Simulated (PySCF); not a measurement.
# Electron correlation in Hf⁺ (hafnium, charge +1)

[Xe] 4f14 5d3, high-spin 4F determinant (an excited configuration). All numbers are calculated (PySCF 2.14, scalar relativity through the core potential, in def2-TZVPPD with the def2 core potential (60 electrons)). Frozen: 5s2 5p6; 3 electrons correlated.

| level | correlation energy (mhartree) |
| --- | --- |
| CCSD | -18.72 |
| (T) | -0.18 |
| CCSD(T) | -18.90 |

Diagnostics: T1 = 0.0045, D1 = 0.0064, largest double amplitude 0.027.

Question: Is a single reference adequate?

Answer: Yes, within this model without spin-orbit coupling: T1 lies below 0.03 and no double amplitude reaches 0.07.
